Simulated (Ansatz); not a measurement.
Correlation energies of C3H8F2OSi, SMILES `CC(C)O[SiH](F)F` by basis set

```xyz
15

C    -0.8495    0.1287   -1.3144
C    -0.4631   -0.2683    0.0946
C    -0.6327   -1.7476    0.3503
O     0.9099    0.0539    0.3314
Si    1.5743    1.4616    0.7245
F     2.8580    1.1623    1.5945
F     0.5709    2.3130    1.6115
H    -0.2225   -0.3947   -2.0400
H    -0.7329    1.2040   -1.4695
H    -1.8931   -0.1279   -1.5092
H    -1.0752    0.2935    0.8104
H    -0.0161   -2.3237   -0.3436
H    -1.6760   -2.0399    0.2138
H    -0.3319   -1.9984    1.3685
H     1.9799    2.2834   -0.4228
```

Total charge 0; spin multiplicity 1. All single points use the PBE0-D4/def2-TZVP geometry. It is one conformer, not always the lowest. Frozen core, restricted reference, the Gaussian-basis code of Ansatz. CBS rows extrapolate triple and quadruple zeta; past MP2 they add the triple-zeta difference.

| basis | HF (Eh) | MP2 corr. |
| --- | --- | --- |
| def2-TZVPP | -681.31990 | -1.37149 |
| def2-QZVPP | -681.34889 | -1.48230 |

Question: Estimate the CCSD correlation energy and the (T) correction in each basis where they were run (hartree).

Answer: 
```
     basis  CCSD corr.       (T)
def2-TZVPP    -1.41423  -0.04793
 CBS(def2)    -1.60712     as TZ
```
